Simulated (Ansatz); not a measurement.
Geometry optimisation, RHF/def2-SVP (Ansatz 0.2.0).

input.yaml

```yaml
crystal:
  periodic: [false, false, false]
  atoms:
    - { symbol: Ga, position_ang: [-0.048114, -0.368934, -0.530989] }
    - { symbol: C, position_ang: [-0.04455, -0.267283, 2.650128] }
    - { symbol: H, position_ang: [-0.966331, -0.141125, 3.216278] }
    - { symbol: H, position_ang: [0.789203, -0.419644, 3.334505] }
    - { symbol: H, position_ang: [0.14456, 0.652662, 2.088408] }
    - { symbol: H, position_ang: [1.403717, 0.151519, -0.764141] }
    - { symbol: H, position_ang: [-1.409711, 0.354398, -0.766481] }
    - { symbol: F, position_ang: [-0.167473, -1.995728, 0.038983] }
    - { symbol: H, position_ang: [-0.1336, -1.140165, 1.987808] }
basis:
  gaussian: { orbitals: def2-SVP }
hamiltonian:
  xc: hf
relax:
  f_tol: 0.03
  max_steps: 50
```

Run as:

```bash
$ ansatz run input.yaml --threads 1 --pin off --max-ram 2048MiB --backend cpu --events-out ev --progress --plain --runs-dir out
```

Question: Where does it end, and by what steps?

Answer: The forces met the threshold. After 6 steps the energy has fallen by 0.083 eV; F8 moved furthest, 0.38 Å.

```tsv
step	energy less start (eV)	largest force component (eV/Å)	accepted
0	0.0000	0.925	yes
1	-0.0565	0.320	yes
2	-0.0699	0.422	yes
3	-0.0756	0.480	yes
4	-0.0813	0.137	yes
5	-0.0820	0.095	yes
6	-0.0827	0.008	yes
```

```xyz
9
Properties=species:S:1:pos:R:3
Ga -0.051 -0.388 -0.784
C -0.040 -0.240 2.857
H -0.969 -0.106 3.410
H 0.785 -0.373 3.556
H 0.148 0.653 2.257
H 1.407 0.134 -0.969
H -1.416 0.345 -0.962
F -0.176 -2.076 -0.334
H -0.119 -1.123 2.224
```

Whether the end is a true minimum wasn't checked by a vibrational analysis.

The run took 13 s on 1 thread of Arm Neoverse V2, on a shared host, peak memory 0.17 GiB.
